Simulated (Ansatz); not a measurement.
Ideal-gas functions of `C=CI` at 600 K and 1 bar, from an Ansatz frequency run at PBE0-D4/def2-TZVP.

Molar mass 153.95 g/mol, point group Cs (symmetry number 1), electronic degeneracy 1, moments of inertia 9.359, 154.41, 163.769 u Å². Harmonic wavenumbers (cm⁻¹, unscaled): 312, 560, 563, 948, 986, 1004, 1260, 1407, 1667, 3154, 3220, 3250.

Use S(trans) = R[1.5 ln M + 2.5 ln T − 1.1517]; rotational temperatures θ = 24.2544 K / I; S(rot) = R[ln(√π/σ · √(T³/θAθBθC)) + 1.5]; for each mode x = 1.438777 ν̃/T, S = R[x/(eˣ − 1) − ln(1 − e⁻ˣ)] and H = RT x/(eˣ − 1); 1 cm⁻¹ = 0.0119627 kJ/mol; R = 8.31446 J/(mol·K).

By hand: the entropy, in J/(mol·K).

Translation 186.2. Rotation: θ = 2.5916, 0.1571, 0.1481 K, giving 108.7. Vibration, mode by mode: 10.92, 6.46, 6.42, 3.07, 2.86, 2.77, 1.70, 1.28, 0.78, 0.04, 0.03, 0.03, in all 36.4. Electronic 0.0. Sum 331.3 J/(mol·K).

By hand: H − E and G − E in kJ/mol, counted from the electronic energy.

Zero-point energy ½ × 18331 × 0.0119627 = 109.6; thermal vibration 13.6; translation, rotation and pV give 4 RT = 20.0. H − E = 143.2 kJ/mol, and G − E = 143.2 − 600 × 331.3/1000 = -55.6 kJ/mol.

Vibration gives 11 % of the entropy.
